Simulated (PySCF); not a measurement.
C$_{4}$H$_{7}$O$_{2}$ (SMILES [CH2]COC(C)=O), doublet, geometry from GFN2-xTB. Base run: HF/3-21G in PySCF.

PySCF was given this input:
```python
from pyscf import gto, scf

mol = gto.Mole()
mol.atom = '''
    C     2.038085   -0.023744    0.449771
    C     1.369042    0.212424   -0.832099
    O    -0.001766   -0.274019   -0.869010
    C    -0.761791    0.019575    0.182374
    C    -2.169470   -0.486438   -0.008468
    O    -0.369420    0.615702    1.151313
    H     2.451681    0.785412    1.013863
    H     2.013971   -1.004136    0.884659
    H     1.831356   -0.348166   -1.656513
    H     1.353807    1.277712   -1.082525
    H    -2.177852   -1.319866   -0.703582
    H    -2.774316    0.321527   -0.416013
    H    -2.584359   -0.776855    0.952229
'''
mol.basis = '3-21g'
mol.charge = 0
mol.spin = 1
mol.verbose = 4
mol.build()

mf = scf.UHF(mol)
mf.kernel()
```

Each row names what was changed in the base input (with any setting that the change needs).

```csv
change,ΔE vs base (µEh),fitting functions,dipole (D)
base,0.0,-,1.56
auxbasis = def2-svp-ri,-5207,386,1.56
auxbasis = even-tempered beta=1.6,588,554,1.57
auxbasis = even-tempered beta=2.0,489,389,1.57
auxbasis = cc-pvdz-jkfit,438,581,1.56
auxbasis = def2-tzvp-ri,-6.8,561,1.56
auxbasis = autoaux,467,497,1.57
"exchange = seminumerical (SGX) (with mf = sgx.sgx_fit(mf, auxbasis='def2-universal-jfit'); with mf.with_df.dfj = True)",-715,371,1.55
auxbasis = cc-pvtz-jkfit,191,684,1.56
auxbasis = def2-universal-jfit,2376,371,1.56
```

A fitting set is made for a task (jfit for Coulomb, jkfit for Coulomb and exchange, ri for correlation) and for a family of orbital bases.

Open shells are given as the SCF converged; they aren't shown to be the lowest states, and a large step between rows can be another state.
